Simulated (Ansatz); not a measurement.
Compare A (`F[C@H]1B[C@@H]1Cl`) with its isomer B (`B/C=C(\F)Cl`).

Isolated molecules relaxed with PBE0-D4/def2-TZVP in Ansatz; ΔE leaves out vibrations. CBS: MP2 limit from def2 TZ/QZ plus the TZ coupled-cluster correction, frozen cores. Functionals use def2-TZVPP. B3LYP here is the variant with VWN-RPA as its local correlation; programs differ in this.

A:

```xyz
8

F     1.633   -1.058    0.478
C     0.825   -0.047    0.045
B    -0.261   -0.051   -1.049
C    -0.602    0.042    0.448
Cl   -1.273    1.282    1.486
H     1.338    0.920    0.078
H    -0.631   -0.146   -2.167
H    -1.028   -0.942    0.680
```

B:

```xyz
8

B    -0.556    0.618   -1.094
C    -0.437   -0.019    0.286
C     0.717   -0.507    0.753
F     1.844   -0.487    0.081
Cl    0.930   -1.232    2.281
H     0.395    0.701   -1.811
H    -1.614    1.037   -1.459
H    -1.278   -0.111    0.963
```

Problem. Which is lower in electronic energy at CCSD(T)/CBS, and by how much? (Best estimate.)

Solution. The calculation gave: B, by 116.1 kJ/mol.

Problem. Give E(B) − E(A) in kJ/mol with r2SCAN-D4, CCSD/def2-TZVPP, LDA (SPW92), B2PLYP, CCSD(T)/def2-TZVPP, PBE-D4, B3LYP-D4. (Estimate.)

Solution. Ansatz gave: r2SCAN-D4 -119.8, CCSD/def2-TZVPP -117.1, LDA (SPW92) -103.8, B2PLYP -124.2, CCSD(T)/def2-TZVPP -121.4, PBE-D4 -113.6, B3LYP-D4 -124.2. None reverses the order clearly.

Problem. Does the order hold for the free energy at 298.15 K (harmonic terms from PBE0-D4)? (An estimate is asked.)

Solution. Computed: Yes: G(B) − G(A) = -117.3 kJ/mol.

Largest T1 diagnostic: 0.012.

From r2SCAN to r2SCAN0 (25 % exact exchange), in def2-TZVPP and without D4, E(B) − E(A) moves by +8.1 kJ/mol. In def2-TZVPP, CCSD(T) changes the Hartree–Fock value by +4.5 kJ/mol (the triples alone add −4.3 kJ/mol) and MP2 by +5.6 kJ/mol.
